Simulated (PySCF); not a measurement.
Te(F)(SeH) (FHSeTe), SMILES F[Te][SeH].

Geometry optimised at PBE0-D3(BJ)/def2-TZVP. The def2 effective core potentials stand for the cores of Te; spin–orbit coupling is left out. The values are those of a single conformer.

Method: PBE0-D3(BJ)/def2-TZVP in PySCF.

Frequencies are harmonic and unscaled.

```
mode  ν (cm⁻¹)  IR (km/mol)  moving atoms (share of kinetic energy)
----  --------  -----------  --------------------------------------
1          150          4.2                F 74 %, Se 15 %, Te 10 %
2          266          6.0                        Se 60 %, Te 40 %
3          355          7.5                                  H 95 %
4          599         90.6                         F 87 %, Te 13 %
5          709          7.2                                  H 98 %
6         2396          6.7                                  H 99 %
```
